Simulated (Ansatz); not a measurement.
The cluster B4P4⁻. Total charge -1; doublet. Geometry B3LYP-D4/def2-SVPD; atoms count from 1.

```xyz
8

B    -0.9161    0.5401    0.1589
B    -0.0297   -0.4114    1.3193
B    -0.5500   -1.2168    0.0409
B     0.8537    0.1487   -0.2670
P     0.4429   -1.0794   -1.7099
P     0.3066    1.9965    0.2850
P     1.6543    0.5015    1.4487
P    -1.7616   -0.4791   -1.2759
```

Another isomer (doublet) lies 1.28 eV lower at PBE0-D4/def2-TZVPD; other spin states weren't run for this one.

Problem. Estimate the Mulliken populations from the PBE0/def2-TZVPD orbitals of Ansatz.

Solution. 
```csv
atom,charge (e),spin (α − β)
B1,0.12,0.08
B2,0.19,0.24
B3,0.34,0.04
B4,0.39,-0.01
P5,-0.47,0.33
P6,-0.48,0.32
P7,-0.56,-0.03
P8,-0.53,0.04
```
Mulliken values and Mayer orders depend strongly on the basis. With diffuse functions, as here, like atoms can get unlike values, and bond orders can come out too low or too high.

Problem. Where does the spin sit?

Solution. Summed by element: B 0.35, P 0.65, of 1 unpaired in all. Largest on single atoms: P5 0.33, P6 0.32, B2 0.24.

Problem. And the Mayer bond orders between bonded heavy atoms (over 0.3)?

Solution. B1–B2 0.98 (1.74 Å); B1–B3 0.84 (1.80 Å); B1–B4 0.68 (1.86 Å); B1–P6 0.68 (1.91 Å); B1–P8 0.60 (1.95 Å); B2–B3 0.77 (1.60 Å); B2–B4 0.74 (1.90 Å); B2–P7 0.69 (1.92 Å); B3–B4 0.51 (1.98 Å); B3–P5 0.50 (2.02 Å); B3–P8 0.52 (1.94 Å); B4–P5 0.69 (1.94 Å); B4–P6 0.46 (2.00 Å); B4–P7 0.32 (1.93 Å); P5–P8 1.02 (2.33 Å); P6–P7 1.03 (2.32 Å).
